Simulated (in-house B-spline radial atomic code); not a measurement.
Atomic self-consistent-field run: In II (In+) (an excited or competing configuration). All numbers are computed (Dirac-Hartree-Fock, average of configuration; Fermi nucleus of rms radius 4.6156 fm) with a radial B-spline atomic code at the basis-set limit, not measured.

Command:
```bash
python run_scf.py task.json out
```
Settings (nuclear radius in fm, mass in u):
```
Z                49
configuration    [Ar] 3d9 4s2 4p6 4d10 5s2 8f1
hamiltonian      dirac
method           hf
spin_polarised   False
nucleus          fermi
rms_radius       4.6156
atomic_mass      114.90388
speed_of_light   137.035999084
```

Output (hartree, bohr):
```
 radial grid: 93 intervals, B-splines of order 8, outer radius 173.4 bohr

 iter        energy (Eh)    residual
    1       -5857.387603    5.78e-01
    2       -5861.160258    3.20e-01
    3       -5863.142569    6.57e-02
    4       -5863.250255    1.61e-02
    5       -5863.255188    7.76e-03
    6       -5863.256808    8.86e-04
    7       -5863.256828    2.84e-04
    8       -5863.256830    3.88e-05
    9       -5863.256830    3.62e-06
   10       -5863.256830    4.00e-07

 total energy                     -5863.25683
 kinetic                            6162.8227
 electron-nucleus                 -14170.7759
 electron-electron                  2144.6964

 first-order corrections (not in the total)
   Gaunt                             4.5838
   retardation                      -0.4669
   frequency dependence             -0.0386
   self-energy                       3.1113
   Uehling                          -0.3989
   Wichmann-Kroll                    0.0080
   recoil                            0.0192

 orbital      occ     eigenvalue          <r>       <r^2>       <1/r>       r_max    small
 1s1/2      2.000     -1034.9345    0.0297065  0.00119415     51.8577     0.01922  3.23e-02
 2s1/2      2.000      -160.1222     0.127865   0.0193393     12.0285      0.1086  6.85e-03
 2p1/2      2.000      -149.0194       0.1085   0.0144668     11.9706     0.08393  6.83e-03
 2p3/2      4.000      -141.2313     0.113717   0.0157639     11.1888     0.08832  6.54e-03
 3s1/2      2.000       -33.0884     0.344268    0.135567     4.28185      0.3135  2.01e-03
 3p1/2      2.000       -28.5543     0.335612    0.130816     4.18053      0.3004  1.94e-03
 3p3/2      4.000       -27.0814     0.346113     0.13894     3.99251      0.3101  1.86e-03
 3d3/2      3.600       -19.3291     0.320345    0.122492     3.80739      0.2552  1.72e-03
 3d5/2      5.400       -19.0298     0.323752    0.124977     3.75877       0.258  1.70e-03
 4s1/2      2.000        -6.3525     0.834584    0.786809     1.65755      0.7591  5.21e-04
 4p1/2      2.000        -4.7656     0.883723     0.89089     1.54275      0.7868  4.64e-04
 4p3/2      4.000        -4.4937     0.910115    0.944918     1.48591      0.8093  4.42e-04
 4d3/2      4.000        -1.9498      1.07785     1.37149     1.24572      0.8925  3.34e-04
 4d5/2      6.000        -1.9101      1.09128     1.40616     1.22858      0.9022  3.27e-04
 5s1/2      2.000        -1.0116      2.31239     6.01758    0.551761        2.02  7.37e-05
 8f5/2      0.429        -0.0316      44.4011     2224.07   0.0323951       50.57  9.06e-07
 8f7/2      0.571        -0.0316      44.3955     2223.55   0.0324072       50.57  9.07e-07
```

Time taken, with all properties: 11 s on 1 thread of Arm Neoverse N1 (shared host).

For the Dirac Hamiltonian the kinetic term is c α·p + (β - 1)c².
